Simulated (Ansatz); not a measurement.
Ansatz (an electronic-structure program) input (HF/LANL2DZ): The .json file is the Basis Set Exchange's LANL2DZ.

Ansatz 0.2 input:
```yaml
crystal:
  periodic: [false, false, false]
  atoms:
    - {symbol: Rb, position_ang: [-0.00000000, -0.00000000, -2.52395406]}
    - {symbol: I, position_ang: [0.00000000, 0.00000000, 1.76200567]}
basis:
  gaussian:
    orbitals: LANL2DZ.json
hamiltonian:
  xc: {name: HF}
total_charge: 1
magnetization: {spin_polarized: true, initial_magnetization: 1}
phonons: {temperatures: {t_min: 298.15, t_max: 298.15, t_step: 100}}
```

Question: Which harmonic wavenumbers does it give?

Answer: 33 cm⁻¹ (unscaled; negative means imaginary).
